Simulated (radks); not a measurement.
Values are calculated unless marked as measured or tabulated.
Task: The table gives one normalised radial function P(r) = r R(r) (large component) of Hg+ in [Xe] 4f14 5d10 6s1 (r in bohr). Level of theory: Dirac Kohn-Sham, PBE, spin-unpolarised, spherical densities, finite nucleus; Fermi nuclear charge, rms radius 5.4648 fm (a radial shooting solver on a logarithmic mesh with Libxc functionals).

r,P
0.001873,0.0000
0.002979,0.0000
0.004775,0.0000
0.007595,0.0001
0.01218,0.0003
0.01952,0.0018
0.03105,0.0088
0.04977,0.0396
0.07916,0.1492
0.1269,0.4569
0.2018,1.0010
0.3236,1.4599
0.5188,1.2747
0.8251,0.6341
1.323,0.1558
2.104,0.0161
3.373,0.0004
5.364,0.0000
8.6,0.0000

Which n and l does it have? It may be an empty orbital.

Result: n = 4, l = 3: the number of nodes gives n - l - 1 = 0, the rise at small r points to l (for j = l - 1/2 the large component starts outside the nucleus as r^gamma with gamma = sqrt(l^2 - (Z/c)^2) = 2.94 and the r^(l+1) term takes over further out; the orbital of l - 1 with the same j starts with the same power, but with a larger coefficient, and does not steepen), and the extent must fit the shell. The curve is that of 4f5/2; the two j differ most near the nucleus, where j = l - 1/2 has the larger amplitude, and in heavy atoms j = l - 1/2 is also the more compact. 4f5/2: eigenvalue -106.99 eV, 0 radial nodes, <r> = 0.479 bohr, 90 % of the charge inside 0.767 bohr.
